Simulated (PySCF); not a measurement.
Molecule: `C=Nc1ccc(S)cc1`, C₇H₇NS.

Cartesian coordinates in Å; atom numbers follow the order of the lines, from 1:
```xyz
16

C    -3.139    0.266   -0.031
N    -2.234   -0.603    0.014
C    -0.885   -0.301   -0.011
C    -0.336    0.629   -0.897
C     1.027    0.833   -0.938
C     1.864    0.128   -0.081
S     3.602    0.439   -0.161
C     1.328   -0.802    0.803
C    -0.032   -1.026    0.824
H    -4.166   -0.070   -0.056
H    -2.969    1.347   -0.026
H    -0.985    1.167   -1.572
H     1.452    1.543   -1.631
H     3.947   -0.439    0.780
H     1.975   -1.356    1.468
H    -0.457   -1.747    1.504
```

Frames of a GFN2-xTB Langevin trajectory at 400 K; GIAO PBE0/pcSseg-1 shieldings in PySCF 2.14, gas phase, non-relativistic; equivalent atoms averaged within each frame.

Scale: TMS for 13C (σ = 186.93 ppm) and 1H (σ = 31.72 ppm); NH3 for 15N (σ = 267.73 ppm); 33S (σ = 503.73 ppm) vs CS2 (reference shieldings calculated alike). The references are static minima.

**Question.** How do the shifts (ppm) fluctuate along the trajectory?

**Answer.** 
| time (fs) | C3 | C1 | C6 | C5/C8 | C4/C9 | N2 | S7 | H11 | H12/H16 | H13/H15 |
| --- | --- | --- | --- | --- | --- | --- | --- | --- | --- | --- |
| optimised geometry | 153.3 | 153.0 | 140.2 | 131.5 | 126.4 | 410.4 | -2 | 7.67 | 7.08 | 7.31 |
| 250 | 164.0 | 161.6 | 147.7 | 134.6 | 130.8 | 442.2 | 49 | 9.02 | 7.81 | 7.43 |
| 425 | 166.9 | 161.9 | 137.5 | 131.5 | 130.2 | 423.0 | -2 | 6.83 | 7.29 | 7.12 |
| 625 | 152.0 | 150.4 | 146.6 | 136.7 | 134.1 | 366.9 | 49 | 8.63 | 7.28 | 7.84 |
| 800 | 155.8 | 159.3 | 137.3 | 128.6 | 122.1 | 438.4 | 8 | 7.44 | 6.13 | 7.13 |
| 1000 | 152.0 | 153.7 | 147.0 | 137.1 | 134.3 | 412.6 | 10 | 8.02 | 8.30 | 7.38 |
| mean of frames | 158.2 | 157.4 | 143.2 | 133.7 | 130.3 | 416.6 | 23 | 7.99 | 7.36 | 7.38 |
| standard deviation | 6.9 | 5.1 | 5.3 | 3.6 | 4.9 | 30.3 | 25 | 0.88 | 0.81 | 0.29 |

5 frames give an uncertainty of the mean of about the standard deviation over 2.2 at best, since frames this close in time may not be independent; classical motion lacks zero-point vibration, and the reference would need the same averaging.
